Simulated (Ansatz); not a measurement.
Gas-phase reaction (SMILES): NB(N)Br + H+ → NB([NH3+])Br; protonation at N, whose ΔH is minus the proton affinity.

Geometries: B3LYP-D3(BJ)/def2-TZVP minima from Ansatz (a first-principles code), one conformer each, not searched for the lowest. Cores are frozen in the correlated levels unless marked. Spin-orbit coupling is left out. The frozen core is the preceding noble-gas configuration, with the filled d and f shells of earlier blocks. Non-relativistic. CBS(X,Y): correlation extrapolated as X^-3; Hartree-Fock from the larger set. Thermal terms are rigid-rotor harmonic-oscillator values from B3LYP-D3(BJ) frequencies (Ansatz) at 298.15 K and 1 atm. 1 Eh = 627.5095 kcal/mol. The proton has no electrons: its energy is zero and its thermal terms are those of translation.

| species | E, CCSD(T)/CBS(cc-pVTZ,cc-pVQZ) (Ansatz) (Eh) | E, PBE-D3(BJ)/def2-TZVPD (Ansatz + dftd3) (Eh) | H - E (Eh) |
|---|---|---|---|
| NB(N)Br | -2709.41545 | -2710.54998 | 0.06479 |
| H+ | 0.00000 | 0.00000 | 0.00236 |
| NB([NH3+])Br | -2709.74656 | -2710.88209 | 0.07926 |

Task: Work out ΔE and ΔH at 298.15 K at the first level, then ΔH at the second.

Result: 
1. ΔE = [(-2709.74656)] - [(-2709.41545) + (0.00000)] = -0.33111 Eh = -207.8 kcal/mol at CCSD(T)/CBS(cc-pVTZ,cc-pVQZ).
2. The terms H - E add up to 0.01211 Eh, so ΔH = (-0.33111 + (0.01211))×627.5095 = -200.2 kcal/mol.
3. At PBE-D3(BJ)/def2-TZVPD the same steps give ΔE = -208.4 and ΔH = -200.8 kcal/mol, a shift of -0.6 from the first level.
4. These values are not checked against measurement here, since the tables used lack a sound gas-phase enthalpy of formation for at least one species, or one in the same ion convention.
